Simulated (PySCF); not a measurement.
A structure optimised at PBE-D3(BJ)/def2-SVP, used in a PySCF frequency run:

```xyz
12

C     -2.4857    -0.2958    -0.1643
C     -1.1239    -0.8407    -0.5977
N     -0.0900     0.1808    -0.6661
B      1.0091     0.3040     0.1992
F      1.2296    -0.5897     1.1785
F      1.8805     1.3181     0.0705
H     -2.4241     0.1644     0.8425
H     -2.8526     0.4799    -0.8689
H     -3.2446    -1.1038    -0.1322
H     -0.7794    -1.6136     0.1181
H     -1.2200    -1.3499    -1.5834
H     -0.2275     0.9011    -1.3777
```

Write its SMILES and formula.

CCNB(F)F, C2H6BF2N

What are its rotational constants (standard atomic weights)?

7.0976, 1.8982, 1.6511 GHz
